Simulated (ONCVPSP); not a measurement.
# PBE ONCV dataset for Ir (Z = 77), scalar-relativistic all-electron reference.

ONCVPSP 4.0.1 input, shortened (lines: element, Z, core and valence counts, functional; n l f; lmax; l rc ep ncon nbas qcut; lloc lpopt rc5 dvloc0; l nproj debl; icmod fcfact rcfact), PBE, scalar-relativistic:

```
  Ir 77.00   10    4        4      upf
    1    0    2.00
    2    0    2.00
    2    1    6.00
    3    0    2.00
    3    1    6.00
    3    2   10.00
    4    0    2.00
    4    1    6.00
    4    2   10.00
    4    3   14.00
    5    0    2.00
    5    1    6.00
    5    2    7.00
    6    0    1.00
    2
    0    1.70    0.00    4    7    5.90
    1    1.20    0.00    4    9    6.40
    2    1.20    0.00    3    7    7.10
    2    5    1.20    0.00
    0    2    2.40
    1    1    3.10
    2    0    3.20
    0    0.00    0.00
```

- Cutoffs needed: 156 Ha and 192 Ha (the cutoffs (Ha) at which the residual kinetic energy of the hardest occupied pseudo-wave falls to 1 and 0.1 mHa per electron)
- Ghost test: no bound ghost flagged; GHOST(+) flagged for s at 324.5 eV
- Largest excitation error: -179 meV (all-electron minus pseudo) for 5s2 5p6 5d6 6s2 6p1, out of 4 test configurations
